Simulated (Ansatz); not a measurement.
Calculated with Ansatz (gas phase, PBE0-D4/def2-TZVP geometries, no zero-point term in ΔE). CCSD(T)/CBS is the MP2 limit (def2-TZVPP, def2-QZVPP) plus CCSD(T) − MP2 in def2-TZVPP, frozen cores. Functionals use def2-TZVPP. For Ge outer-core shells are correlated without core-valence functions, which leaves a few kJ/mol of doubt a bond. Scalar relativity is left out up to krypton. Each species was taken in one conformer, which may not be the lowest.

Reaction (isomerisation): `C=N[SiH2][GeH3]` → `N=[C]([SiH3])[GeH3]`

| level | ΔE (kJ/mol) |
| --- | --- |
| ωB97M-V | 78.9 |
| PBE0 | 84.2 |

(1) What does CCSD(T)/CBS give? (Best estimate.)

Largest T1 diagnostic among the species: 0.013.

Answers

(1) Computed: +77.4 kJ/mol. The listed levels differ from it by 1.5, 6.8 kJ/mol.

In def2-TZVPP, CCSD(T) changes the Hartree–Fock value by −14.9 kJ/mol (the triples alone add −3.0 kJ/mol) and MP2 by −13.4 kJ/mol. From PBE to PBE0 (25 % exact exchange), in def2-TZVPP and without D4, ΔE moves by +4.5 kJ/mol.
